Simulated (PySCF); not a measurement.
C₃H₉FSi₂.

```xyz
15

F      2.1649     0.4668     0.8330
Si     0.9927    -0.6688     0.8734
C     -0.3746    -0.2001    -0.2764
Si    -1.1028     1.5114    -0.0938
C     -1.3131    -1.3427    -0.6471
C     -0.3663    -0.8090    -1.6695
H      0.5163    -0.7432     2.2812
H      1.5825    -1.9687     0.4446
H     -2.3202     1.6002    -0.9569
H     -1.4885     1.7652     1.3262
H     -0.1281     2.5564    -0.5182
H     -2.3797    -1.1176    -0.7521
H     -1.1121    -2.3364    -0.2290
H     -0.7772    -0.2117    -2.4908
H      0.4886    -1.4301    -1.9583
```
Charge 0, spin multiplicity 1.

Geometry: ωB97X-D3(BJ)/def2-SVP. The structure was generated by enumeration, and PubChem lists no compound with its InChIKey, so it may never have been made. The values are those of a single conformer.

Calculation: HF/pcSseg-1 in PySCF. Non-relativistic, no solvent.

Computed absolute GIAO shielding of each atom: isotropic value and principal components (ppm):
| atom | σ(iso) | σ11 | σ22 | σ33 | span |
|---|---|---|---|---|---|
| F1 | 404.4 | 385.6 | 398.5 | 429.1 | 43.6 |
| Si2 | 389.5 | 351.1 | 379.3 | 438.0 | 86.9 |
| C3 | 213.2 | 175.0 | 215.5 | 249.1 | 74.1 |
| Si4 | 439.0 | 396.2 | 425.1 | 495.7 | 99.5 |
| C5 | 189.3 | 162.1 | 184.5 | 221.3 | 59.2 |
| C6 | 184.4 | 154.0 | 182.2 | 216.9 | 62.9 |
| H7 | 27.1 | 23.3 | 25.3 | 32.7 | 9.4 |
| H8 | 28.0 | 23.9 | 26.7 | 33.5 | 9.6 |
| H9 | 28.7 | 24.5 | 27.0 | 34.6 | 10.1 |
| H10 | 27.7 | 24.0 | 25.4 | 33.6 | 9.6 |
| H11 | 27.6 | 23.9 | 25.5 | 33.6 | 9.7 |
| H12 | 31.2 | 24.5 | 27.6 | 41.5 | 17.0 |
| H13 | 31.4 | 24.9 | 27.7 | 41.7 | 16.8 |
| H14 | 31.0 | 24.4 | 27.5 | 41.2 | 16.8 |
| H15 | 30.9 | 24.5 | 27.1 | 41.2 | 16.6 |
